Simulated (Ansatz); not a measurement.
A geometry relaxed with PBE0-D3(BJ)/def2-TZVP (Ansatz, an electronic-structure program), charge 0, multiplicity 1:

```xyz
5

Sn    -0.0324     0.0031     0.0147
F     -0.6746     1.7687    -0.0910
Cl     2.0200    -0.1954    -0.9144
F     -1.2926    -1.0998    -0.8435
F     -0.0204    -0.4767     1.8342
```

Write the SMILES of this molecule.

`[F][Sn]([F])([F])[Cl]`
